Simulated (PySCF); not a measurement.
## Ionisation energy of S²⁺ by level of theory

S²⁺ [Ne] 3s2 3p2 (3P) → S³⁺ [Ne] 3s2 3p1 (2P), as a difference of total energies. All numbers are calculated (PySCF 2.14, scalar relativity by spin-free X2C-1e, in aug-cc-pCVTZ-DK with one added diffuse shell each of s, p, d, f type (9s8p6d4f, 91 functions)). Correlated levels: nothing frozen. The calculations carry no spin-orbit coupling.

| method | ionisation energy (eV) |
| --- | --- |
| UHF | 34.150 |
| MP2 (all electrons) | 34.680 |
| SCS-MP2 (all electrons) | 34.577 |
| CCSD (all electrons) | 34.715 |
| CCSD(T) (all electrons) | 34.744 |

Question: How much does correlation contribute at CCSD(T) (all electrons)?

Answer: 34.744 − (34.150) = 0.594 eV, measured against UHF.

A first-order spin-orbit estimate (lowest level to lowest level, LS coupling) adds -0.009 eV.

Errors of the correlated levels include the incompleteness of this basis.

For comparison: 34.86 ± 0.04 eV (semi-empirical (NIST evaluation); NIST Atomic Spectra Database, ionization energies).
